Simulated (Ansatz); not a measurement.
Cost and result for the atomization energy of BFGeH5NSi (`F[B]1N[SiH2][GeH2]1`) (10 atoms, 10 bonds).

```xyz
10

F    -1.846   -1.917   -0.323
B    -0.933   -0.966   -0.163
N     0.443   -1.215   -0.003
Si    1.245    0.352    0.173
Ge   -0.989    1.127   -0.070
H     0.852   -2.140    0.005
H     1.947    0.463    1.480
H     2.246    0.577   -0.905
H    -1.326    1.919   -1.340
H    -1.638    1.800    1.146
```

Charge 0, multiplicity 1. Correlated methods include outer-core shells of Ge, which these sets cover unevenly. Scalar relativity is left out up to krypton. All single points use the PBE0-D4/def2-TZVP geometry. Program: Ansatz. All runs use 4 threads of a server CPU on a shared host. Times are those of one run each, without the atoms' runs, and a repeat can differ threefold. Electronic energies, without spin–orbit coupling; frozen cores. CCSD(T)/CBS adds CCSD(T) − MP2 in def2-TZVPP to the MP2 limit, and its time is that of the two runs behind it. T1 = 0.013. With those shells the extrapolation isn't a true limit. B3LYP takes the VWN-RPA correlation (the form of Gaussian; ORCA's B3LYP/G).

CCSD(T)/CBS is a level of theory with its own doubt, some kJ/mol a heavy atom from the limit and from the frozen cores, so smaller differences don't rank the functionals.

```json
{"level": "LDA (SPW92)/def2-TZVPP", "functions": "253", "wall time": "1.7 s"}
{"level": "revPBE-D4/def2-TZVPP", "functions": "253", "wall time": "2.9 s"}
{"level": "PBE-D4/def2-TZVPP (with forces)", "functions": "253", "wall time": "3.4 s"}
{"level": "CAM-B3LYP-D4/def2-TZVPP", "functions": "253", "wall time": "5.5 s"}
{"level": "r2SCAN-D4/def2-TZVPP (with forces)", "functions": "253", "wall time": "6.5 s"}
{"level": "B3LYP-D4/def2-TZVPP (with forces)", "functions": "253", "wall time": "7 s"}
{"level": "r2SCANh-D4/def2-TZVPP", "functions": "253", "wall time": "7.5 s"}
{"level": "CCSD(T)/def2-SVP", "functions": "117", "wall time": "11 s"}
{"level": "B97M-V/def2-TZVPP", "functions": "253", "wall time": "14 s"}
{"level": "ωB97M-V/def2-TZVPP (with forces)", "functions": "253", "wall time": "17 s"}
{"level": "MP2/def2-QZVPP", "functions": "480", "wall time": "32 s"}
{"level": "CCSD(T)/def2-TZVPP", "functions": "253", "wall time": "4.8 min"}
{"level": "CCSD(T)/CBS(def2)", "functions": "–", "wall time": "5.4 min"}
```

Problem. What atomization energy does each give, and how far from CCSD(T)/CBS? (An estimate is asked.)

Solution. Ansatz gave: 
```json
{"level": "LDA (SPW92)/def2-TZVPP", "atomization (kcal/mol)": "954.4", "difference from CCSD(T)/CBS": "121.2", "per bond": "12.1"}
{"level": "revPBE-D4/def2-TZVPP", "atomization (kcal/mol)": "822.2", "difference from CCSD(T)/CBS": "-11.0", "per bond": "-1.1"}
{"level": "PBE-D4/def2-TZVPP (with forces)", "atomization (kcal/mol)": "844.4", "difference from CCSD(T)/CBS": "11.2", "per bond": "1.1"}
{"level": "CAM-B3LYP-D4/def2-TZVPP", "atomization (kcal/mol)": "836.9", "difference from CCSD(T)/CBS": "3.7", "per bond": "0.4"}
{"level": "r2SCAN-D4/def2-TZVPP (with forces)", "atomization (kcal/mol)": "836.2", "difference from CCSD(T)/CBS": "3.0", "per bond": "0.3"}
{"level": "B3LYP-D4/def2-TZVPP (with forces)", "atomization (kcal/mol)": "830.9", "difference from CCSD(T)/CBS": "-2.3", "per bond": "-0.2"}
{"level": "r2SCANh-D4/def2-TZVPP", "atomization (kcal/mol)": "830.6", "difference from CCSD(T)/CBS": "-2.6", "per bond": "-0.3"}
{"level": "CCSD(T)/def2-SVP", "atomization (kcal/mol)": "777.9", "difference from CCSD(T)/CBS": "-55.3", "per bond": "-5.5"}
{"level": "B97M-V/def2-TZVPP", "atomization (kcal/mol)": "840.4", "difference from CCSD(T)/CBS": "7.2", "per bond": "0.7"}
{"level": "ωB97M-V/def2-TZVPP (with forces)", "atomization (kcal/mol)": "834.0", "difference from CCSD(T)/CBS": "0.8", "per bond": "0.1"}
{"level": "MP2/def2-QZVPP", "atomization (kcal/mol)": "837.0", "difference from CCSD(T)/CBS": "3.8", "per bond": "0.4"}
{"level": "CCSD(T)/def2-TZVPP", "atomization (kcal/mol)": "811.2", "difference from CCSD(T)/CBS": "-22.0", "per bond": "-2.2"}
{"level": "CCSD(T)/CBS(def2)", "atomization (kcal/mol)": "833.2", "difference from CCSD(T)/CBS": "0.0", "per bond": "0.0"}
```

At CCSD(T), def2-SVP lies −55.2 kcal/mol from the extrapolated value and def2-TZVPP −22.0 kcal/mol: correlation converges slowly with the basis, and small sets miss more of it in the bonded molecule than in its fragments. From r2SCAN to r2SCAN0 (25 % exact exchange), in def2-TZVPP and without D4, the atomization energy moves by −13.7 kcal/mol: exact exchange takes away binding that semilocal exchange gives to molecules. Leaving LDA and LC-ωPBE aside and taking each functional with its dispersion term where it has one, the values, not all of them listed here, spread over 34.0 kcal/mol, from BHLYP-D4 to PBE-D4. LDA lies +115.6 kcal/mol from PBE without D4, its usual overbinding.
